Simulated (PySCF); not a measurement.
C4H4F2NS (charge +1).
Atom-mapped SMILES: `[CH3:1][n+:2]1[cH:3][s:4][c:5]([F:6])[c:7]1[F:8]` (hydrogens: H9, H10, H11 on C1; H12 on C3)

Structure used (GFN2-xTB), in Å, numbered top down from 1:
```
atom  x, y, z in Å
C1    -1.619   -0.395    0.088
N2    -0.271    0.112   -0.014
C3     0.066    1.377   -0.205
S4     1.733    1.651   -0.279
C5     2.003   -0.047   -0.035
F6     3.205   -0.552    0.015
C7     0.816   -0.712    0.085
F8     0.620   -1.992    0.278
H9    -1.749   -0.915    1.039
H10   -1.806   -1.112   -0.715
H11   -2.332    0.422    0.020
H12   -0.665    2.162   -0.302
```

Computed, not measured: PySCF, TDDFT PBE0/def2-SVPD, vertical, gas phase, core orbitals frozen in the response.

Kohn–Sham orbitals with the atoms that hold most of them (Löwdin shares over 4%, at most four atoms; ? is withheld):

```json
{"orbital": "LUMO+2", "ε (eV)": "-4.82", "atoms": "C7 30%, C5 25%, N2 12%, S4 10%"}
{"orbital": "LUMO+1", "ε (eV)": "-5.45", "atoms": "S4 55%, C5 17%, C3 11%, C7 5%"}
{"orbital": "LUMO", "ε (eV)": "-7.11", "atoms": "?"}
{"orbital": "HOMO", "ε (eV)": "?", "atoms": "C5 23%, C7 22%, C3 19%, F6 12%"}
{"orbital": "HOMO-1", "ε (eV)": "-14.23", "atoms": "?"}
{"orbital": "HOMO-2", "ε (eV)": "-16.12", "atoms": "S4 33%, F6 25%, C5 14%, F8 10%"}
{"orbital": "HOMO-3", "ε (eV)": "-16.57", "atoms": "C1 26%, S4 14%, C3 12%, N2 10%"}
```

Question: Give the leading atoms of the LUMO.

Answer: C3 (bonded to N, S and H) 32%; S4 (bonded to 2 C) 26%; N2 (bonded to 3 C) 20%; C5 (bonded to C, F and S) 10%. By element: carbon 42% or more, sulfur 26%, nitrogen 20%.

Question: Which atoms hold the HOMO-1, and with what shares?

Answer: S4 (bonded to 2 C) 43%; N2 (bonded to 3 C) 20%; C5 (bonded to C, F and S) 8%; C1 (bonded to N and 3 H) 7%. By element: sulfur 43%, nitrogen 20%, carbon 15% or more.

Question: What is the HOMO energy, and the HOMO–LUMO gap?

Answer: ε(HOMO) = -12.84 eV; the gap is 5.73 eV (0.2107 hartree).

Question: The HOMO–LUMO gap is 5.73 eV. Where does the response calculation put the lowest singlet, and from which orbitals?

Answer: S1 is at 5.00 eV (f = 0.077), 0.74 eV below the gap, made of HOMO→LUMO (97%). Without the coupling terms of the response equations the lowest excitation would equal the gap.

Question: One configuration dominates each of S1, S2, S3, S4 and S6. Which, and how do the shares of the two leading atoms of either orbital change from the occupied to the empty one?

Answer: 
- S1 (5.00 eV, f 0.077), HOMO→LUMO (97%): C5 23% → 10%, C7 22% → at most 10%, C3 19% → 32%, S4 at most 12% → 26%
- S2 (5.81 eV, f 0.0007), HOMO→LUMO+1 (99%): C5 23% → 17%, C7 22% → 5%, S4 at most 12% → 55%
- S3 (6.34 eV, f 0.095), HOMO-1→LUMO (86%): S4 43% → 26%, N2 20% → 20%, C3 at most 8% → 32%
- S4 (7.04 eV, f 0.0001), HOMO-1→LUMO+1 (97%): S4 43% → 55%, N2 20% → at most 6%, C5 8% → 17%
- S6 (7.50 eV, f 0.0022), HOMO-2→LUMO (95%): S4 33% → 26%, F6 25% → at most 10%, C3 at most 10% → 32%
